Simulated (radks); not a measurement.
Q: Ionisation ladder of lead, from Pb I to Pb XXII. Each ion is in the ground configuration listed by NIST, and IE = E(next ion) - E(this ion). Calculated with a radial shooting solver on a logarithmic mesh with Libxc functionals: scalar-relativistic Kohn-Sham, LDA (Slater exchange, VWN5 correlation), spin-polarised, spherical densities, finite nucleus; open shells are filled with parallel spins first (spin-orbit coupling, left out, can overturn this in heavy ions); Fermi nuclear charge, rms radius 5.5012 fm.

| species | configuration | IE, Delta-SCF (eV) | -e(HOMO) (eV) | HOMO |
|---|---|---|---|---|
| Pb I | [Hg] 6p2 | 7.162 | 4.064 | 6p up |
| Pb II | [Hg] 6p1 | 13.920 | 10.429 | 6p up |
| Pb III | [Hg] | 32.639 | 27.863 | 6s |
| Pb IV | [Xe] 4f14 5d10 6s1 | 43.400 | 38.372 | 6s up |
| Pb V | [Xe] 4f14 5d10 | 69.880 | 61.950 | 5d |
| Pb VI | [Xe] 4f14 5d9 | ? | 77.991 | 5d down |
| Pb VII | [Xe] 4f14 5d8 | 103.37 | 94.761 | 5d down |
| Pb VIII | [Xe] 4f14 5d7 | 121.06 | 112.17 | 5d down |
| Pb IX | [Xe] 4f14 5d6 | 139.26 | 130.14 | 5d down |
| Pb X | [Xe] 4f14 5d5 | ? | 153.33 | 5d up |
| Pb XI | [Xe] 4f14 5d4 | ? | 172.90 | 5d up |
| Pb XII | [Xe] 4f14 5d3 | 203.08 | 192.96 | 5d up |
| Pb XIII | [Xe] 4f14 5d2 | 223.77 | 213.45 | 5d up |
| Pb XIV | [Xe] 4f14 5d1 | 244.81 | 234.34 | 5d up |
| Pb XV | [Xe] 4f14 | 345.76 | 333.80 | 5p |
| Pb XVI | [Kr] 4d10 4f14 5s2 5p5 | 370.25 | 358.22 | 5p down |
| Pb XVII | [Kr] 4d10 4f14 5s2 5p4 | 394.81 | 382.79 | 5p down |
| Pb XVIII | [Kr] 4d10 4f14 5s2 5p3 | 424.95 | 412.45 | 5p up |
| Pb XIX | [Kr] 4d10 4f14 5s2 5p2 | 450.59 | 438.04 | 5p up |
| Pb XX | [Kr] 4d10 4f14 5s2 5p1 | ? | 463.72 | 5p up |
| Pb XXI | [Kr] 4d10 4f14 5s2 | 607.47 | 560.34 | 5s |
| Pb XXII | [Kr] 4d10 4f13 5s2 | 608.01 | 594.30 | 5s down |

Estimate the withheld Delta-SCF values.

A: Pb VI: 86.285 eV (NIST 83); Pb X: 163.00 eV (NIST 158); Pb XI: 182.81 eV (NIST 182); Pb XX: 476.23 eV (NIST 507).
